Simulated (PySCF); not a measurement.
# Trend along the chalcogens: MN molecules

PBE0 with triple-zeta basis sets in PySCF, for the lowest determinant that a PBE0 search found; no spin–orbit coupling. De refers to high-spin ground-configuration atoms. A positive dipole means M(−)N(+).

| M | basis | state (unpaired electrons) | Re (Å) | ωe (cm⁻¹) | De (eV) | μ (D) |
| --- | --- | --- | --- | --- | --- | --- |
| O | def2-TZVPP | doublet (π ↑) | 1.140 | 2031 | 6.64 | -0.14 |
| S | x2c-TZVPPall | doublet (π ↑) | 1.485 | 1290 | 4.85 | -1.85 |
| Se | x2c-TZVPPall | doublet (π ↑) | 1.638 | 1019 | 3.67 | -2.14 |

The shortest bond is that of NO (1.140 Å), the longest that of SeN (1.638 Å). NO is bound most strongly (6.64 eV) and SeN least (3.67 eV).

The rows differ in basis set, which adds steps of its own.

Down a group the atoms grow and get heavier, so bonds lengthen and wavenumbers fall; this series shows no clear exception.

Spin–orbit coupling is left out. States were picked by a PBE0 search and need not be the measured ground states.
